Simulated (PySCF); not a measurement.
3-chloro-1H-silole (C4H5ClSi), SMILES C1=C[SiH2]C=C1Cl. Heavy atoms are numbered as in [Cl:1][C:2]1=[CH:3][SiH2:4][CH:5]=[CH:6]1. Hydrogens are named by the atom that carries them.

Geometry: B3LYP-D3(BJ)/def2-SVP.

The numbers are results of B3LYP/pcSseg-1 (PySCF), not measurements.

GIAO shieldings, no solvent; atoms alike by connectivity are averaged. δ = σ(ref) − σ: ³⁵Cl against HCl (σ = 933.3 ppm); ¹³C against TMS (σ = 181.3 ppm); ²⁹Si against TMS (σ = 338.7 ppm); ¹H against TMS (σ = 31.68 ppm), references at their B3LYP-D3(BJ)/def2-TZVP geometries, non-relativistic (without spin–orbit terms, shifts of atoms bonded to Cl or Br come out too high).

Problem. Estimate the chemical shifts. (The exact figures need the calculation; the answer reports its results.)

Solution. 
```json
[
 {"nucleus": "³⁵Cl", "atoms": "Cl1", "count": "1", "δ (ppm)": "298.8"},
 {"nucleus": "¹³C", "atoms": "C2", "count": "1", "δ (ppm)": "165.7"},
 {"nucleus": "¹³C", "atoms": "C6 (CH)", "count": "1", "δ (ppm)": "163.6"},
 {"nucleus": "¹³C", "atoms": "C5 (CH)", "count": "1", "δ (ppm)": "138.2"},
 {"nucleus": "¹³C", "atoms": "C3 (CH)", "count": "1", "δ (ppm)": "126.3"},
 {"nucleus": "²⁹Si", "atoms": "Si4 (SiH2)", "count": "1", "δ (ppm)": "-41.3"},
 {"nucleus": "¹H", "atoms": "H on C6", "count": "1", "δ (ppm)": "7.09"},
 {"nucleus": "¹H", "atoms": "H on C5", "count": "1", "δ (ppm)": "6.59"},
 {"nucleus": "¹H", "atoms": "H on C3", "count": "1", "δ (ppm)": "6.17"},
 {"nucleus": "¹H", "atoms": "H on Si4", "count": "2", "δ (ppm)": "4.88"}
]
```
